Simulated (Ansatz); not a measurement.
A set of 12 reactions (bond dissociation), with CCSD(T)/CBS values in kJ/mol:

```
                                              reaction     ΔE
      `[OH][Al]([OH])[SH]` → `[OH][Al][OH]`• + `[SH]`•  411.3
     `O[SiH2]O[SiH](O)O` → `[OH]`• + `O[SiH]O[SiH2]O`•  592.6
`[CH3][Al]([CH3])[NH2]` → `[CH3][Al][NH2]`• + `[CH3]`•  366.3
                      `C[AsH]C` → `C[AsH]`• + `[CH3]`•  294.1
                      `N[SiH2]N` → H• + `[NH][SiH2]N`•  499.9
    `O[SiH2]O[SiH](O)O` → `[O][SiH](O)O`• + `O[SiH2]`•  611.0
          `F[Si](F)(F)[SeH]` → H• + `F[Si](F)(F)[Se]`•  366.6
     `N[SiH2]N[SiH](N)O` → `[OH]`• + `N[SiH]N[SiH2]N`•  585.6
              `[Cl][GeH2][SeH]` → Cl• + `[GeH2][SeH]`•  408.0
                        `C[SiH2]Cl` → Cl• + `C[SiH2]`•  482.7
              `[CH3][AlH][SH]` → `[CH3][Al][SH]`• + H•  370.5
                `CCO[SiH2]OC` → `CC[O]`• + `CO[SiH2]`•  526.0
```

Program: Ansatz. Geometries: PBE0-D4/def2-TZVP. ΔE: electronic, gas phase. CCSD(T)/CBS is the MP2 limit (def2-TZVPP, def2-QZVPP) plus CCSD(T) − MP2 in def2-TZVPP, frozen cores. Small cases extrapolate CCSD(T) itself. DFT in def2-TZVPP. Open shells (•) are unrestricted, without spin–orbit coupling. Spin–orbit coupling would lower the free atoms: a little for Cl. Bonds to As, Ge, Se are less sure, by a few kJ/mol each and by 10 to 20 or more in all where they break to atoms, as the def2 sets lack core-valence functions. Scalar relativity is left out up to krypton. One conformer a species, not always the lowest.

**Question.** Give the mean, mean absolute and largest difference (level minus CCSD(T)/CBS, kJ/mol) for: r2SCAN-D4, PBE0-D4, ωB97X-V, ωB97M-V, B2PLYP, r2SCAN, PBE0, HF/def2-TZVPP, MP2/def2-TZVPP, SCS-MP2/def2-TZVPP, CCSD(T)/def2-TZVPP, HF/def2-QZVPP, MP2/def2-QZVPP, SCS-MP2/def2-QZVPP. (An estimate is asked.)

**Answer.** Computed: 
```json
{"level": "r2SCAN-D4", "mean": "-26.5", "mean absolute": "26.5", "largest": "-48.7"}
{"level": "PBE0-D4", "mean": "-22.5", "mean absolute": "22.5", "largest": "-42.5"}
{"level": "ωB97X-V", "mean": "-7.1", "mean absolute": "7.8", "largest": "-20.8"}
{"level": "ωB97M-V", "mean": "-3.3", "mean absolute": "7.0", "largest": "-13.1"}
{"level": "B2PLYP", "mean": "-18.9", "mean absolute": "18.9", "largest": "-27.6"}
{"level": "r2SCAN", "mean": "-28.0", "mean absolute": "28.0", "largest": "-51.9"}
{"level": "PBE0", "mean": "-27.0", "mean absolute": "27.0", "largest": "-51.1"}
{"level": "HF/def2-TZVPP", "mean": "-124.8", "mean absolute": "124.8", "largest": "-147.7"}
{"level": "MP2/def2-TZVPP", "mean": "4.7", "mean absolute": "11.1", "largest": "23.6"}
{"level": "SCS-MP2/def2-TZVPP", "mean": "-1.6", "mean absolute": "5.2", "largest": "12.1"}
{"level": "CCSD(T)/def2-TZVPP", "mean": "-12.9", "mean absolute": "12.9", "largest": "-19.6"}
{"level": "HF/def2-QZVPP", "mean": "-124.7", "mean absolute": "124.7", "largest": "-147.5"}
{"level": "MP2/def2-QZVPP", "mean": "12.2", "mean absolute": "16.2", "largest": "32.4"}
{"level": "SCS-MP2/def2-QZVPP", "mean": "6.8", "mean absolute": "7.8", "largest": "21.7"}
```

The largest T1 diagnostic in the set is 0.018, for `CC[O]`• (customary mark 0.045).

CCSD(T)/CBS is a level of theory with its own doubt, and the functionals carry their triple-zeta basis error, so these figures describe this set and don't rank the functionals.
